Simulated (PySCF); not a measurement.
silicon monosulfide (SSi), singlet, at a GFN2-xTB geometry. Base run: SVWN5/cc-pVDZ (PySCF).

PySCF was given this input:
```python
from pyscf import gto, scf, dft

mol = gto.M(
    atom='''
Si   -0.00000000   -0.00000000   -1.06660351
S     0.00000000    0.00000000    0.93327807
''',
    basis='cc-pvdz',
    verbose=4,
)

mf = dft.RKS(mol)
mf.xc = 'lda,vwn'
mf.kernel()
```

The base run was repeated with changes; each row names its change, and settings that it needs were set with it.

```json
[
 {"change": "base", "ΔE vs base (µEh)": "0.0", "SCF cycles": "10", "outcome": "converged"},
 {"change": "init_guess = 1e", "ΔE vs base (µEh)": "0.0", "SCF cycles": "11", "outcome": "converged"},
 {"change": "init_guess = sap", "ΔE vs base (µEh)": "0.0", "SCF cycles": "10", "outcome": "converged"},
 {"change": "conv_tol_grad = 1e-7", "ΔE vs base (µEh)": "0.0", "SCF cycles": "11", "outcome": "converged"},
 {"change": "level_shift = 0.5 (with mf.max_cycle = 100)", "ΔE vs base (µEh)": "0.0", "SCF cycles": "35", "outcome": "converged"},
 {"change": "init_guess = huckel", "ΔE vs base (µEh)": "0.0", "SCF cycles": "11", "outcome": "converged"},
 {"change": "DIIS = EDIIS", "ΔE vs base (µEh)": "-", "SCF cycles": "50", "outcome": "not converged"},
 {"change": "level_shift = 1.0 (with mf.max_cycle = 100)", "ΔE vs base (µEh)": "0.0", "SCF cycles": "62", "outcome": "converged"},
 {"change": "conv_tol = 1e-4", "ΔE vs base (µEh)": "133", "SCF cycles": "6", "outcome": "converged"},
 {"change": "conv_tol_grad = 1e-3", "ΔE vs base (µEh)": "0.0", "SCF cycles": "10", "outcome": "converged"},
 {"change": "conv_tol = 1e-11", "ΔE vs base (µEh)": "0.0", "SCF cycles": "11", "outcome": "converged"},
 {"change": "level_shift = 0.3 (with mf.max_cycle = 100)", "ΔE vs base (µEh)": "0.0", "SCF cycles": "26", "outcome": "converged"},
 {"change": "init_guess = mod_huckel", "ΔE vs base (µEh)": "0.0", "SCF cycles": "11", "outcome": "converged"}
]
```
